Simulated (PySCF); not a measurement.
Zn(Br)(NH2) (BrH2NZn), SMILES [NH2][Zn][Br]. Atoms are numbered in the order given.

```xyz
5

Zn     0.8307    -0.0201     0.0000
Br    -1.4208     0.0060     0.0000
N      2.6538     0.1319     0.0000
H      3.1162    -0.2654    -0.8187
H      3.1162    -0.2654     0.8187
```
Charge 0, spin multiplicity 1.

The structure is a stationary point at B3LYP-D3(BJ)/def2-SVP. One conformer was computed; it need not be the lowest.

The numbers are results of PySCF with TDA-CAM-B3LYP/def2-SVPD, not measurements.

Vertical excitations. The molecule is in vacuum. State labels are in the subgroup Cs.

Computed lowest excited states:
| state | symmetry | energy (eV) | λ (nm) | f | main pairs |
|---|---|---|---|---|---|
| S1 | A' | 5.13 | 242 | 0.055 | HOMO→LUMO 92 % |
| S2 | A" | 5.93 | 209 | 0.000 | HOMO→LUMO+1 92 % |
| S3 | A" | 6.05 | 205 | 0.042 | HOMO−1→LUMO 89 % |
| S4 | A' | 6.10 | 203 | 0.066 | HOMO−2→LUMO 91 % |
| S5 | A' | 6.78 | 183 | 0.044 | HOMO→LUMO+2 82 % |
| S6 | A" | 6.96 | 178 | 0.001 | HOMO−2→LUMO+1 96 % |
| S7 | A' | 7.06 | 176 | 0.001 | HOMO−1→LUMO+1 77 % |
| S8 | A' | 7.25 | 171 | 0.026 | HOMO→LUMO+3 63 %, HOMO→LUMO+4 21 % |
| S9 | A" | 7.34 | 169 | 0.002 | HOMO−1→LUMO+2 96 % |
| S10 | A' | 7.51 | 165 | 0.064 | HOMO−2→LUMO+2 61 %, HOMO−3→LUMO 26 % |
| T1 | A' | 4.49 | 276 | 0 | HOMO→LUMO 92 % |
| T2 | A" | 5.69 | 218 | 0 | HOMO−1→LUMO 91 % |
| T3 | A' | 5.70 | 218 | 0 | HOMO−2→LUMO 87 % |
| T4 | A" | 5.83 | 213 | 0 | HOMO→LUMO+1 97 % |
Triplets are in the Tamm–Dancoff approximation.
